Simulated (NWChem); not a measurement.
System: CaCl2; SMILES [Cl][Ca][Cl]

```xyz
3

Ca     0.0000     0.0000     0.2001
Cl     2.4166     0.0000    -0.1707
Cl    -2.4166     0.0000    -0.1707
```
Atoms are numbered in this order, from 1.

Level: PBE0/def2-SVP (NWChem), optimised geometry, unscaled harmonic frequencies. 

Question: List the harmonic frequencies with IR intensities, and the thermochemistry.

Answer: 
```json
[
 {"frequency (cm⁻¹)": "41", "IR intensity (km/mol)": "53.7"},
 {"frequency (cm⁻¹)": "301", "IR intensity (km/mol)": "4.7"},
 {"frequency (cm⁻¹)": "446", "IR intensity (km/mol)": "174.9"}
]
```

The zero-point energy is 1.1 kcal/mol. The thermal correction to the enthalpy at 298.15 K (with zero-point energy) comes out as 4.5 kcal/mol, the heat capacity Cv comes out as 11.0 cal/(mol K) and the entropy at 298.15 K and 1 atm (symmetry number 2) is 70.8 cal/(mol K). The dipole moment is 2.22 D.

Rigid rotor and harmonic oscillator; modes under 100 cm⁻¹ make the entropy uncertain.
